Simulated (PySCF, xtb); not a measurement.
1,3-oxasiletane-2,4-dione (C2H2O3Si), SMILES O=C1OC(=O)[SiH2]1.

GFN2-xTB run with xtb at its own geometry gives an orbital gap of 3.29 eV and a dipole moment of 4.75 D.

Coordinates come from a TPSSh-D3(BJ)/def2-SVP optimisation.

### Question
What does PySCF with PBE/def2-TZVP give? (An estimate is asked for; the answer gives what the named calculation found.)

### Answer
gap 3.67 eV (levels -6.56 and -2.89 eV), dipole 3.45 D.
